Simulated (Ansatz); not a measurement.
Consider the substitution at a C–Al bond: `[AlH2][CH](S)[GeH3]` + H₂S → `S[CH](S)[GeH3]` + `[AlH3]`.

Gas-phase electronic energies from Ansatz, PBE0-D4/def2-TZVP geometries. CCSD(T)/CBS is the MP2 limit (def2-TZVPP, def2-QZVPP) plus CCSD(T) − MP2 in def2-TZVPP, frozen cores. This one scheme is used for every species. Functionals use def2-TZVPP. B3LYP here is the variant with VWN-RPA as its local correlation; programs differ in this. For Ge outer-core shells are correlated without core-valence functions, which leaves a few kJ/mol of doubt a bond. Scalar relativity is left out up to krypton. Each species was taken in one conformer, which may not be the lowest.

`[AlH2][CH](S)[GeH3]`:

Z-matrix (Å, degrees):
```
C
S 1 1.801
Ge 1 1.969 2 110.5
Al 1 1.959 2 110.8 3 -120.1
H 1 1.096 2 111.3 3 119.3
H 2 1.348 1 99.6 3 -50.2
H 3 1.541 1 109.5 2 -70.1
H 3 1.541 1 111.0 2 169.3
H 3 1.540 1 108.5 2 48.7
H 4 1.586 1 117.0 2 -165.9
H 4 1.582 1 120.5 2 15.8
```

H₂S:

Cartesian coordinates in Å:
```
S -0.124 -0.298 0.529
H -0.191 -0.637 -0.767
H 0.315 0.936 0.239
```

`S[CH](S)[GeH3]`:

Cartesian coordinates in Å:
```
S -1.592 0.245 1.320
C -0.422 -0.411 0.126
S 0.707 -1.557 0.971
Ge 0.571 1.105 -0.666
H -2.197 -0.918 1.627
H -0.963 -0.936 -0.662
H 1.410 -1.931 -0.115
H 1.207 1.915 0.469
H -0.378 1.984 -1.498
H 1.656 0.504 -1.573
```

`[AlH3]`:

Cartesian coordinates in Å:
```
Al 0.000 0.000 0.000
H -0.863 -1.169 0.635
H -0.525 0.765 -1.286
H 1.389 0.403 0.650
```

```
              species  B3LYP energy (Eh)
`[AlH2][CH](S)[GeH3]`        -2760.04040
                  H₂S         -399.42676
     `S[CH](S)[GeH3]`        -2915.20831
             `[AlH3]`         -244.23308
```

Problem. Work out ΔE.

Solution. ΔE = (-2915.20831) + (-244.23308) − (-2760.04040) − (-399.42676) = 0.02577 Eh = +16.2 kcal/mol. CCSD(T)/CBS gives +16.4 kcal/mol.

Largest T1 diagnostic among the species: 0.012.
